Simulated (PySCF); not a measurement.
arsine (AsH3), SMILES [AsH3]. The structure is a stationary point at B3LYP-D3(BJ)/def2-TZVPD.

PySCF with TDA-M06-2X/def2-TZVPD puts the lowest singlet excitations at 6.80, 7.07, 7.07, 8.99, 9.08, 9.08 eV and the lowest triplet (TDA) at 5.89 eV.

**Question.** What are the lowest singlet roots from EOM-CCSD/aug-cc-pVDZ run with PySCF 2.14.0? (The exact figures need the calculation; the answer reports its results.)

**Answer.** 6.64, 7.15, 7.15, 8.24, 8.24, 8.59 eV; triplets 5.88, 5.88, 6.33 eV. S1 differs by -0.16 eV (second minus first; roots are paired by order, and the bases may differ).
